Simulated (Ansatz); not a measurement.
Geometry optimisation, RKS PBE/STO-3G (Ansatz).

Input file:

```yaml
crystal:
  periodic: [false, false, false]
  atoms:
    - { symbol: F, position_ang: [-2.7895, -1.0429, 1.7347] }
    - { symbol: B, position_ang: [-1.4687, -0.7011, 1.3902] }
    - { symbol: Si, position_ang: [0.1794, -0.3011, 2.2915] }
    - { symbol: "N", position_ang: [1.1706, -0.0939, 0.7664] }
    - { symbol: Si, position_ang: [-0.3628, -0.4459, -0.2142] }
    - { symbol: O, position_ang: [-0.8646, 0.9776, -1.0627] }
    - { symbol: Si, position_ang: [0.2418, 1.1036, -2.3892] }
    - { symbol: H, position_ang: [0.7518, -1.4334, 3.0695] }
    - { symbol: H, position_ang: [0.151, 0.9789, 3.0948] }
    - { symbol: H, position_ang: [1.7187, -0.938, 0.6947] }
    - { symbol: H, position_ang: [-0.2495, -1.6457, -1.0086] }
    - { symbol: H, position_ang: [-0.47541, 1.01421, -3.66902] }
    - { symbol: H, position_ang: [1.22429, -0.04676, -2.23665] }
    - { symbol: H, position_ang: [0.99697, 2.34688, -2.25394] }
basis:
  gaussian: { orbitals: STO-3G }
hamiltonian:
  xc: pbe
relax:
  f_tol: 0.015
  max_steps: 40
output:
  orbitals: {}
```

Command:

```bash
$ ansatz run input.yaml --threads 1 --pin off --max-ram 2048MiB --backend cpu --events-out ev --progress --plain --runs-dir out
```

**Question.** Where does it end, and by what steps?

**Answer.** It converged. The force dipped under the threshold on the way, but the program's further checks kept it going. Limits of this set-up: minimal basis. After 24 steps the energy has fallen by 1.280 eV; H13 moved furthest, 1.33 Å.

```tsv
step	energy less start (eV)	largest force component (eV/Å)	accepted
0	0.0000	3.587	yes
1	-0.8551	2.033	yes
2	-0.9922	0.931	yes
3	-1.0401	1.207	yes
4	-1.1130	0.730	yes
5	-1.1749	0.512	yes
6	-1.1908	0.640	yes
7	-1.1566	0.937	no
8	-1.2360	0.069	yes
9	-1.2431	0.048	yes
10	-1.2497	0.189	yes
11	-1.2501	0.511	yes
12	-1.2665	0.117	yes
13	-1.2596	0.585	no
14	-1.2697	0.066	yes
15	-1.2726	0.079	yes
16	-1.2734	0.172	yes
17	-1.2763	0.057	yes
18	-1.2776	0.022	yes
19	-1.2789	0.046	yes
20	-1.2792	0.076	yes
21	-1.2796	0.023	yes
22	-1.2797	0.010	yes
23	-1.2797	0.016	yes
24	-1.2797	0.004	yes
```

```xyz
14
Properties=species:S:1:pos:R:3
F -2.725 -1.187 1.693
B -1.490 -0.812 1.432
Si 0.077 -0.262 2.522
N 0.884 -0.271 0.949
Si -0.383 -0.642 -0.214
O -0.833 0.673 -1.241
Si 0.265 0.985 -2.524
H 0.686 -1.194 3.479
H 0.100 1.044 3.194
H 1.898 -0.096 0.769
H 0.003 -1.768 -1.091
H -0.343 2.025 -3.344
H 0.518 -0.191 -3.359
H 1.567 1.468 -2.060
```

The run took 2.2 min on 1 thread of Arm Neoverse V1 (shared host), peak memory 0.19 GiB.
